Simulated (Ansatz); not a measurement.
Ansatz (a program for electronic structure) input (wB97X-V/def2-TZVPD):

Ansatz 0.2 input:
```yaml
crystal:
  periodic: [false, false, false]
  atoms:
    - {symbol: C, position_ang: [-1.69173593, 0.42004241, 0.04354986]}
    - {symbol: C, position_ang: [-0.57242038, -0.54087570, -0.37643425]}
    - {symbol: Si, position_ang: [1.14325088, 0.02544323, 0.14771334]}
    - {symbol: H, position_ang: [-2.67078774, 0.05853436, -0.27751250]}
    - {symbol: H, position_ang: [-1.72509765, 0.54115207, 1.12840267]}
    - {symbol: H, position_ang: [-1.54811848, 1.41150137, -0.39127115]}
    - {symbol: H, position_ang: [-0.74895705, -1.53474726, 0.04598532]}
    - {symbol: H, position_ang: [-0.57322546, -0.67053338, -1.46297575]}
    - {symbol: H, position_ang: [1.45450011, 1.34800386, -0.45049762]}
    - {symbol: H, position_ang: [1.21284215, 0.15957680, 1.62455602]}
    - {symbol: H, position_ang: [2.17826974, -0.94469323, -0.28736740]}
basis:
  gaussian:
    orbitals: def2-TZVPD
hamiltonian:
  xc: {name: wB97X-V}
output: {forces: true}
```

End of the output:

```
the calculation of the forces begins
reference -10081.39456007 eV, -370.4844166679 hartree; 17, 17 occupied and 172, 172 virtual orbitals, 1040 factors
Total energy: -10081.39456007 eV, -370.4844166679 hartree
Atom 0 at    -1.691736     0.420042     0.043550 Å, force     0.052692    -0.041234    -0.017479 eV/Å
Atom 1 at    -0.572420    -0.540876    -0.376434 Å, force     0.062334     0.062876     0.043270 eV/Å
Atom 2 at     1.143251     0.025443     0.147713 Å, force    -0.099617    -0.021113    -0.023693 eV/Å
Atom 3 at    -2.670788     0.058534    -0.277512 Å, force    -0.060825    -0.028429    -0.023365 eV/Å
Atom 4 at    -1.725098     0.541152     1.128403 Å, force     0.002147     0.005950     0.087231 eV/Å
Atom 5 at    -1.548118     1.411501    -0.391271 Å, force     0.016657     0.077305    -0.037359 eV/Å
Atom 6 at    -0.748957    -1.534747     0.045985 Å, force    -0.016053    -0.070221     0.031935 eV/Å
Atom 7 at    -0.573225    -0.670533    -1.462976 Å, force    -0.003201    -0.007021    -0.078415 eV/Å
Atom 8 at     1.454500     1.348004    -0.450498 Å, force     0.010825     0.053437    -0.024808 eV/Å
Atom 9 at     1.212842     0.159577     1.624556 Å, force     0.000985     0.005049     0.059680 eV/Å
Atom 10 at     2.178270    -0.944693    -0.287367 Å, force     0.034056    -0.036599    -0.016995 eV/Å
Dipole moment:    -0.158453    -0.056471    -0.050795 e Å
```
